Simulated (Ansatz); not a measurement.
BH7N2OSi (`N[SiH2]B(N)O`), 12 atoms. Total charge 0; spin multiplicity 1. All runs use 4 threads of an AMD EPYC 9R45 on a shared host. Correlated methods freeze the cores.

Problem. How many basis functions does each run have, and how long does it take in Ansatz? direct RPA on PBE orbitals/def2-TZVPP energy; RKS PBE0-D4/def2-SVP energy; RKS BLYP-D4/def2-TZVPP energy; RKS PBE0-D4/def2-QZVPP energy; RKS ωB97M-V/def2-TZVPP energy and forces; RKS PBE0-D4/def2-TZVP relaxation (12 steps); RKS PBE0-D4/def2-TZVP frequencies; RHF-CCSD(T)/def2-SVP energy; RKS ωB97M-V/def2-QZVPP energy; RHF-MP2/def2-QZVPP energy; RKS ωB97M-V/def2-SVP energy; RKS r2SCANh-D4/def2-TZVPP energy. (Best estimate.)

Solution. Computed: Other jobs shared the machine, so times are rough.

| level | job | functions | wall time | peak host memory (GiB) |
| --- | --- | --- | --- | --- |
| RKS PBE0-D4/def2-SVP | energy | 109 | 0.45 s | 0.46 |
| RKS BLYP-D4/def2-TZVPP | energy | 264 | 0.9 s | 0.35 |
| RKS ωB97M-V/def2-SVP | energy | 109 | 1.4 s | 0.46 |
| RKS r2SCANh-D4/def2-TZVPP | energy | 264 | 1.8 s | 0.66 |
| RHF-CCSD(T)/def2-SVP | energy | 109 | 2.1 s | 0.56 |
| direct RPA on PBE orbitals/def2-TZVPP | energy | 264 | 2.6 s | 0.72 |
| RKS PBE0-D4/def2-QZVPP | energy | 508 | 3.4 s | 1.8 |
| RKS ωB97M-V/def2-TZVPP | energy and forces | 264 | 4.1 s | 0.94 |
| RKS ωB97M-V/def2-QZVPP | energy | 508 | 7 s | 2.2 |
| RHF-MP2/def2-QZVPP | energy | 508 | 9.5 s | 3.3 |
| RKS PBE0-D4/def2-TZVP | relaxation (12 steps) | 203 | 17 s | 0.5 |
| RKS PBE0-D4/def2-TZVP | frequencies | 203 | 68 s | 0.53 |
